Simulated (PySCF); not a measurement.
Species: C₂H₅BF₃PSi.
SMILES: `BP[SiH2]C(F)=C(F)F`

The closed-shell SCF was solved with PySCF and density fitting under several settings on one GFN2-xTB geometry (grid level 2 and gas phase unless stated).

```json
{"settings": "PBE0/pcSseg-1", "basis functions": "175", "SCF cycles": "14", "E (Eh)": "-1033.6595", "HOMO (eV)": "-7.67", "LUMO (eV)": "-2.02", "dipole (D)": "1.18"}
{"settings": "PBE0/def2-SVPD", "basis functions": "217", "SCF cycles": "14", "E (Eh)": "-1033.2467", "HOMO (eV)": "-7.77", "LUMO (eV)": "-2.05", "dipole (D)": "1.13"}
{"settings": "PBE0/pcSseg-1, IEF-PCM dichloromethane", "basis functions": "175", "SCF cycles": "14", "E (Eh)": "-1033.6625", "HOMO (eV)": "-7.55", "LUMO (eV)": "-1.82", "dipole (D)": "1.41"}
```

Problem. Estimate the rows for these settings: (1) mPW1PW91/def2-SVP, energy threshold 1e-06 Eh; (2) revPBE/3-21G, grid level 3, damping 0.1 at the start, DIIS from the seventh cycle.

Solution. 
| settings | basis functions | SCF cycles | E (Eh) | HOMO (eV) | LUMO (eV) | dipole (D) |
| --- | --- | --- | --- | --- | --- | --- |
| mPW1PW91/def2-SVP, energy threshold 1e-06 Eh | 145 | 8 | -1033.8030 | -7.58 | -1.92 | 1.02 |
| revPBE/3-21G, grid level 3, damping 0.1 at the start, DIIS from the seventh cycle | 90 | 23 | -1028.6232 | -5.72 | -2.52 | 0.85 |

Problem. Over all rows, what range does the HOMO–LUMO gap span?

Solution. From 3.20 eV (revPBE/3-21G, grid level 3, damping 0.1 at the start, DIIS from the seventh cycle) to 5.73 eV (PBE0/pcSseg-1, IEF-PCM dichloromethane). The functional of the narrowest has no exact exchange, that of the widest 25 % exact exchange.

Problem. And the dipole moment?

Solution. From 0.85 D (revPBE/3-21G, grid level 3, damping 0.1 at the start, DIIS from the seventh cycle) to 1.41 D (PBE0/pcSseg-1, IEF-PCM dichloromethane); the largest is 1.66 times the smallest, and the median is 1.13 D.

Problem. Compare two rows with the functional PBE0: PBE0/pcSseg-1 and PBE0/def2-SVPD. Which energy is lower, and by how much?

Solution. PBE0/pcSseg-1 (175 functions) lies 0.4128 Eh or 259 kcal/mol below PBE0/def2-SVPD (217 functions). The smaller set gives the lower energy; the two sets aren't nested, so the variational bound doesn't order them by size.

Whole jobs, the steps after the SCF included, on Intel Xeon at 2.70 GHz, one thread, on a shared host:

```csv
settings,work after the SCF,wall time,peak memory
PBE0/pcSseg-1,"shieldings, charges and field gradients, density and orbital grids written",49 s,0.79 GiB
PBE0/def2-SVPD,"6 singlets by full TDDFT, 2 Tamm–Dancoff triplets, polarisability, density and orbital grids written",66 s,0.89 GiB
"PBE0/pcSseg-1, IEF-PCM dichloromethane",shieldings,41 s,0.92 GiB
"mPW1PW91/def2-SVP, energy threshold 1e-06 Eh","25 singlets by TDA, 2 Tamm–Dancoff triplets, polarisability",31 s,0.76 GiB
"revPBE/3-21G, grid level 3, damping 0.1 at the start, DIIS from the seventh cycle","spin–spin couplings from 13 perturbed nuclei, spin–dipole term for 6 of them",54 s,0.49 GiB
```

Cycle counts include a coarse-grid stage where the run had one. Geometry: GFN2-xTB, one conformer.

Conformer computed: `[BH2:1][PH:2][SiH2:3][C:4]([F:5])=[C:6]([F:7])[F:8]`: B1–P2–Si3–C4 -158°, P2–Si3–C4–F5 84°.
